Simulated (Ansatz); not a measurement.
An input meant for Ba2O⁺ (charge 1, doublet; atoms displaced at random, 0.03 Å in each coordinate).

```yaml
crystal:
  periodic: [false, false, false]
  atoms:
    - {symbol: Ba, position_ang: [-0.417453, 1.022654, 1.758932]}
    - {symbol: Ba, position_ang: [0.166265, -0.775655, -1.965163]}
    - {symbol: O, position_ang: [0.115742, -0.436501, 0.276429]}
basis:
  gaussian: {orbitals: def2-SVPD, final_grid: {core_spheres: 20, valence_spheres: 16, degree: 47}, nuclear_model: gaussian}
total_charge: 1
magnetization: {spin_polarized: true, initial_magnetization: 1}
hamiltonian: {xc: {name: BLYP}, dispersion: d3bj}
relax: {f_tol: 0.0001, max_steps: 1}
```

```sh
$ ansatz run in.yaml --threads 4 --pin off --events-out ev --progress --plain --max-ram 3916MiB
```

Output, abridged:

```
Functional definition: BLYP
753 factors; their error is unknown
mean field evaluation 1: about -3379.7920 eV, gradient 1.0e2 eV
mean field evaluation 2: about -2937.6694 eV, gradient 1.3e2 eV
mean field evaluation 4: about -3341.0790 eV, gradient 1.3e2 eV
mean field evaluation 8: about -3427.9055 eV, gradient 1.3e0 eV
mean field evaluation 16: about -3426.7434 eV, gradient 1.8e0 eV
mean field evaluation 32: about -3426.7300 eV, gradient 1.9e0 eV
mean field -3427.90862044 eV, -125.9733182814 hartree, gradient 5.0e-5 eV, S^2 0.750154; 1 other end points of the search recorded, 0 dependent functions left out
reference -3427.90894426 eV, -125.9733301815 hartree; 14, 13 occupied and 75, 76 virtual orbitals, 753 factors
relax step   1: F+E_penalty+E_count = -3428.02733159 eV  Δ(F+E_penalty+E_count) = +0.000e0 eV  max|allowed force component| = 8.911e-1 eV/Å  Δτ_max = 0.0000 Å  (122 SCF iters, accepted)
Error: geometry relaxation did not converge after 1 steps: max|allowed force component| = 8.91e-1 eV/Å (threshold 1.0e-4). Raise `relax.max_steps` over both its present limit and 1, loosen `relax.f_tol`, or start from a geometry closer to equilibrium. Where this run's directory can be resumed (`checkpoint.write`), a resume goes on for up to `relax.max_steps` more
```

Task: Something in this input is off. What?

Result: The relaxation is allowed too few steps for its threshold. The SCF steps converged, but the relaxation ran out of steps.
